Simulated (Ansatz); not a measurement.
A nudged elastic band was laid between two geometries of C₂H₃BF₂Ge (9 atoms, charge 0, multiplicity 1).

Theory: RKS PBE/def2-SVP (Ansatz).

- movable images: 5
- climbing image: yes
- spring: 5.0 eV/Å²
- optimiser: quadratic models (default)
- start path: through a guess of the saddle point
- force threshold: 0.03 eV/Å
- iteration limit: 60
- end points: relaxed

First end point:

```xyz
9
Properties=species:S:1:pos:R:3
F -2.062 -0.835 1.727
Ge -0.657 -1.349 0.780
B 0.146 0.271 -0.166
C 1.200 0.845 -1.086
C 0.287 1.692 -0.559
F -0.033 2.969 -0.571
H 0.321 -1.989 1.805
H -1.192 -2.424 -0.206
H 2.079 0.775 -1.743
```

Last end point:

```xyz
9
Properties=species:S:1:pos:R:3
F -1.764 -0.216 1.385
Ge -0.432 -1.012 0.541
B 0.820 0.213 -0.664
C 1.213 1.659 -1.255
C 0.166 1.614 -0.455
F -0.839 2.109 0.203
H 0.468 -1.635 1.642
H -1.081 -2.064 -0.399
H 1.537 -0.716 -1.016
```

(1) Which bonds break or form, and what moves?

(2) What energy profile does the band end with?

(3) What is the geometry of the highest image?

(4) What are the harmonic wavenumbers there?

Results:

(1) Bonds broken: C4–H9. Bonds formed: B3–H9.

(2) The run converged. The highest image is number 4 of 0 to 6, 2.50 eV above the first end and 0.25 eV above the last; the last end lies 2.25 eV above the first. A vibrational analysis at the climbing image gives one clearly imaginary mode, 460i cm⁻¹: a first-order saddle point. The orbitals stay closed-shell, which can raise the energy where a bond breaks towards radicals; this wasn't checked here.

```json
{"image": "0", "path coordinate (Å)": "0.00", "energy (eV)": "0.00", "C4–H9 (Å)": "1.10", "B3–H9 (Å)": "2.54"}
{"image": "1", "path coordinate (Å)": "0.54", "energy (eV)": "0.33", "C4–H9 (Å)": "1.08", "B3–H9 (Å)": "2.35"}
{"image": "2", "path coordinate (Å)": "1.08", "energy (eV)": "1.48", "C4–H9 (Å)": "1.08", "B3–H9 (Å)": "1.93"}
{"image": "3", "path coordinate (Å)": "1.62", "energy (eV)": "2.09", "C4–H9 (Å)": "1.24", "B3–H9 (Å)": "1.42"}
{"image": "4", "path coordinate (Å)": "2.16", "energy (eV)": "2.50", "C4–H9 (Å)": "1.80", "B3–H9 (Å)": "1.22"}
{"image": "5", "path coordinate (Å)": "2.66", "energy (eV)": "2.36", "C4–H9 (Å)": "2.20", "B3–H9 (Å)": "1.21"}
{"image": "6", "path coordinate (Å)": "3.15", "energy (eV)": "2.25", "C4–H9 (Å)": "2.41", "B3–H9 (Å)": "1.22"}
```

(3) 
```xyz
9
Properties=species:S:1:pos:R:3
F -1.816 -0.392 1.476
Ge -0.493 -1.200 0.632
B 0.552 0.195 -0.461
C 1.370 1.522 -1.363
C 0.297 1.655 -0.566
F -0.565 2.517 -0.080
H 0.400 -1.832 1.730
H -1.151 -2.255 -0.294
H 1.493 -0.257 -1.091
```

(4) 460i, 45, 85, 171, 241, 324, 398, 502, 511, 658, 678, 700, 709, 768, 816, 965, 1217, 1736, 2082, 2098, 2571 cm⁻¹.

Time of the run: 2.5 min on 2 threads of AMD EPYC 7B13 (Zen 3), on a shared host, peak memory 0.18 GiB.
